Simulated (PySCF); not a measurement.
These compounds are isomers of formula C$_{6}$H$_{12}$F$_{2}$Si.

A. `CC/C(=C/[SiH2]CF)CF`
B. `C[C@@]1(F)C[C@@H](F)CC[SiH2]1`
C. `F[C@@H]1CCC[C@@](F)([SiH3])C1`
D. SMILES CC(C)[C@H]([SiH3])/C(F)=C/F

Spectrum 1. ¹H NMR (500 MHz, computed): δ 6.39 (m, 1H), 4.07 (d, 3H), 2.00 (m, 1H), 1.07 (d, 3H), 1.02 (d, 3H), 0.97 (m, 1H). ¹³C{¹H} NMR (computed): δ 161.6 (C), 140.6 (CH), 35.1 (CH), 31.6 (CH), 25.2 (CH3), 24.8 (CH3).

Spectrum 2. ¹H NMR (500 MHz, computed): δ 4.95 (m, 1H), 4.02 (m, 1H), 3.89 (m, 1H), 2.58 (m, 1H), 2.56 (m, 1H), 1.56 (m, 1H), 1.53 (m, 3H), 1.52 (m, 1H), 1.09 (m, 1H), 1.06 (m, 1H). ¹³C{¹H} NMR (computed): δ 94.0 (CH), 93.8 (C), 50.8 (CH2), 35.0 (CH2), 28.7 (CH3), 5.7 (CH2).

Spectrum 3. ¹H NMR (500 MHz, computed): δ 6.11 (m, 1H), 5.38 (m, 2H), 4.92 (m, 2H), 4.53 (m, 2H), 1.98 (q, 2H), 1.16 (t, 3H). ¹³C{¹H} NMR (computed): δ 168.2 (C), 120.2 (CH), 89.2 (CH2), 79.3 (CH2), 32.8 (CH2), 18.6 (CH3).

Spectrum 4. ¹H NMR (500 MHz, computed): δ 4.65 (m, 1H), 3.95 (m, 3H), 2.78 (m, 1H), 2.22 (m, 1H), 2.20 (m, 1H), 1.95 (m, 1H), 1.83 (m, 1H), 1.67 (m, 1H), 1.40 (m, 1H), 1.18 (m, 1H). ¹³C{¹H} NMR (computed): δ 95.5 (C), 92.6 (CH), 48.1 (CH2), 40.3 (CH2), 36.8 (CH2), 23.1 (CH2).

PySCF 2.14.0 with density-fitted response routines calculation with GIAO PBE0/pcSseg-1 shieldings and coordinates at the GFN2-xTB level; one computed conformer, gas phase, non-relativistic Hamiltonian, equivalent nuclei averaged.

References, each an isolated molecule treated in the same way: ¹H (σref 31.72) and ¹³C (σref 186.93) vs TMS. Splittings of carbon signals by F and P are missing where no couplings were computed. Where no couplings were computed, multiplicities follow the n + 1 count of equivalent neighbours, and m marks all less simple cases (inequivalent or close neighbours, rings, F or P nearby). Shifts are as computed. Against solution values, carbons near 30 ppm lie about +3 ppm off and those near 130 ppm about +5 ppm. Of 1309 compounds with measured shifts, 239 miss one by over three times the rms of a fit or turn the order of signals round; such compounds aren't used in these exercises.

Question: Match each spectrum to its structure.

Answer: 1–D, 2–B, 3–A, 4–C.

- Spectrum 1 (D): 6 ¹³C signals; δC 161.6 is a fully substituted alkene carbon; δC 140.6 is an alkene CH.
- Spectrum 2 (B): 6 ¹³C signals; δC 94.0 is an sp3 CH bonded to F; δC 93.8 is a fully substituted sp3 carbon bonded to F and Si.
- Spectrum 3 (A): 6 ¹³C signals; δC 120.2 is an alkene CH; δC 89.2 is an allylic sp3 CH2 bonded to F.
- Spectrum 4 (C): 6 ¹³C signals; δC 95.5 is a fully substituted sp3 carbon bonded to F and Si; δC 92.6 is an sp3 CH bonded to F.
